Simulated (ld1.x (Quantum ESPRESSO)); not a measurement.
Configuration tests for phosphorus (TM)

```
Element                 : P (Z = 15)
Generator               : ld1.x (Quantum ESPRESSO) 7.5
Type                    : norm-conserving Troullier–Martins (Kleinman–Bylander form)
Functional              : LDA (PZ)
Relativity              : scalar-relativistic
Frozen core             : [Ne]
Valence charge          : 5
Reference configuration : 3s2 3p3
Partial waves           : 3s (bound): rc 1.80 bohr; 3p (bound): rc 1.55 bohr
Local potential         : all-electron potential smoothed inside 0.95 bohr (lloc = -1)
Core correction         : a·sin(br)/r model core inside 1.10 bohr
```

Energies are relative to the spin-unpolarised reference configuration 3s2 3p3; without spin polarisation the order of configurations can differ from experiment. Spin-polarised rows fill each open shell by Hund’s rule, majority spin first.

```csv
valence configuration,charge,ΔE all-electron (eV),error AE − PS (meV)
3s2 3p2,+1,9.821,+13
3s2 3p1,+2,29.070,+105
3s2 3p0,+3,58.965,+460
3s1 3p0,+4,111.154,+1335
3s1 3p3,+1,18.893,+20
3s2 3p2.5,+0.5,3.821,+2.0
3s2 3p3.3,-0.3,-1.336,+0.4
3s2 3p3 (spin-polarised),0,-1.510,+32
3s2 3p2 (spin-polarised),+1,8.978,+35
```

Levels in the configuration 3s1 3p0:

```
level  all-electron (eV)  pseudo (eV)
   3s            -58.679      -57.542
```

Note: ghost state, extra bound levels that the all-electron valence spectrum of the same l lacks: s at -5.8 eV. A true bound ghost makes a file unfit for plane-wave use.
